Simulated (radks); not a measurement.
Dipole-allowed excitations along the series with 10 electrons in [Ne]. Method: scalar-relativistic Kohn-Sham, LB94 model potential, spin-unpolarised, spherical densities, finite nucleus; Fermi nuclear charge, rms radius of each element as measured or else 0.836 A^(1/3) + 0.57 fm; computed with a radial shooting solver on a logarithmic mesh with Libxc functionals. Time-dependent linear response with the Hartree and adiabatic LDA kernel, continuum included through the Sternheimer equations, no spin-orbit coupling, so fine structure and intercombination lines are absent. Lines are the poles of the dipole polarisability below minus the highest occupied eigenvalue, found on a grid refined at the orbital gaps; the lowest seven at most are given, and weak or close lines can be missed. The first line takes the name of the lowest orbital gap if no other gap lies below it; otherwise a line is named after a gap within 0.6 % of it, if that gap stands alone.

| species | -e(HOMO) (eV) | lowest orbital gap (eV) | first line (eV) | f | strongest line (eV) | its f | static alpha (bohr^3) |
|---|---|---|---|---|---|---|---|
| Cr14+ | 1001.8 | 2p-3s 577.85 | 579.40 (2p-3s) | 0.197 | 657.44 (unassigned) | 2.61 | 0.008519 |
| Mn15+ | 1123.6 | 2p-3s 646.33 | 648.04 (2p-3s) | 0.195 | 731.94 (unassigned) | 2.68 | 0.006956 |
| Fe16+ | 1252.3 | 2p-3s 718.61 | 720.47 (2p-3s) | 0.194 | 810.34 (unassigned) | 2.75 | 0.005735 |
| Co17+ | 1387.9 | 2p-3s 794.67 | 796.72 (2p-3s) | 0.192 | 892.66 (unassigned) | 2.81 | 0.004771 |
| Ni18+ | 1530.5 | 2p-3s 874.54 | 876.78 (2p-3s) | 0.191 | 978.90 (unassigned) | 2.86 | 0.004001 |
| Cu19+ | 1680.1 | 2p-3s 958.21 | 960.66 (2p-3s) | 0.190 | 1069.1 (unassigned) | 2.91 | 0.003380 |
